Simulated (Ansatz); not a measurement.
## Energy profile

The step: BHCl₂O ([OH][B]([Cl])[Cl]) + SiH₄ → BSiH₃Cl₂ ([SiH3][B]([Cl])[Cl]) + H₂O (still joined by a long B–O bond); bonds formed: B1–Si6, O2–H5; bonds broken: H5–Si6; bonds weakened to dative contacts: B1–O2 (atoms numbered as in the saddle structure below).

```
10
angstrom
B -0.6658 0.6298 -0.1722
O 0.3929 1.7425 -0.3435
Cl -1.6138 0.3814 -1.6662
Cl -1.5714 0.8350 1.3753
H 0.7637 0.5930 -0.1081
Si 0.4633 -1.2697 0.0672
H 0.4145 2.2742 0.4642
H 1.3519 -1.3718 1.2585
H -0.7370 -2.1109 0.2721
H 1.2016 -1.7035 -1.1471
```

Electronic energies by CCSD(T) at an estimated basis limit (MP2 extrapolated from triple and quadruple zeta, plus CCSD(T) − MP2 in triple zeta), on PBE0-D4/def2-TZVP structures; BSiH5Cl2O, singlet; no counterpoise correction. Computed with Ansatz 0.2.0 (basis: def2-TZVPP and def2-QZVPP); correlated methods freeze the cores. Extrapolation: Hartree–Fock as exp(−7.88 √X), correlation as X^−2.97.

Q: Give the profile in kJ/mol, counted from the separated reactants. (Judge from chemistry; the value comes from the calculation.)

A: Computed:
| point | kJ/mol |
| --- | --- |
| separated: BHCl2O (linked as [OH][B]([Cl])[Cl]; B1, O2, Cl3, Cl4, H7; singlet) + SiH4 (H5, Si6, H8, H9, H10; singlet) | 0.0 |
| start structure | -7.1 |
| saddle | 232.0 |
| end structure | 103.4 |
| separated: BSiH3Cl2 (linked as [SiH3][B]([Cl])[Cl]; B1, Cl3, Cl4, Si6, H8, H9, H10; singlet) + H2O (O2, H5, H7; singlet) | 141.4 |

No T1 diagnostic of these runs exceeds 0.014.

For scale, one of the runs: CCSD(T)/def2-TZVPP, 258 basis functions, launched by `ansatz run in.yaml --threads 8 --pin off --events-out ev --progress --plain --max-ram 19148MiB`. Hardware: 8 CPU threads of an AMD EPYC 9R45, shared host. Wall time 26 s; peak host memory 5.6 GiB.
